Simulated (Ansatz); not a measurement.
`C[SiH](O)Cl` → `C[Si]Cl` + H₂O at 600 K and 1 bar (silylene formation by 1,1-elimination).

Gas-phase electronic energies from Ansatz, PBE0-D4/def2-TZVP geometries. CBS: MP2 limit from def2 TZ/QZ plus the TZ coupled-cluster correction, frozen cores. This one scheme is used for every species. Each species was taken in one conformer, which may not be the lowest.

```csv
species,CCSD(T)/CBS energy (Eh),H − E (kJ/mol),S (J/(mol·K))
`C[SiH](O)Cl`,-865.21254,216.4,409.0
`C[Si]Cl`,-788.72093,135.5,352.4
H₂O,-76.37941,76.8,212.8
```

H − E and S are ideal-gas, rigid-rotor, harmonic terms from PBE0-D4/def2-TZVP, for one conformer and one mirror image of each species. 1 Eh = 2625.50 kJ/mol, R = 8.31446 J/(mol·K).

Question: By hand: ΔE, ΔH, ΔS and ΔG.

Answer: ΔE = (-788.72093) + (-76.37941) − (-865.21254) = 0.11220 Eh = 294.6 kJ/mol. Δ(H − E) = 135.5 + 76.8 − 216.4 = -4.1, so ΔH = 290.5 kJ/mol. ΔS = 352.4 + 212.8 − 409.0 = 156.2 J/(mol·K). ΔG = 290.5 − 600 × (156.2)/1000 = 196.8 kJ/mol.

Question: By hand: the equilibrium constant, and the temperature at which ΔG would vanish if ΔH and ΔS stayed fixed.

Answer: log₁₀ K = −ΔG/(RT ln 10) = -17.1. ΔG = 0 at ΔH/ΔS = 1860 K.

The number of gas molecules changes by +1, which sets the sign of ΔS. A doubt of 5 kJ/mol in ΔE shifts log₁₀ K by 0.4 here. Other conformers and mirror images would add mixing entropy, several J/(mol·K) or more a flexible species. These are equilibria of isolated gas molecules and say nothing of rates. Largest T1 diagnostic: 0.012 (customary marks: 0.02 for closed shells, 0.045 for open ones).
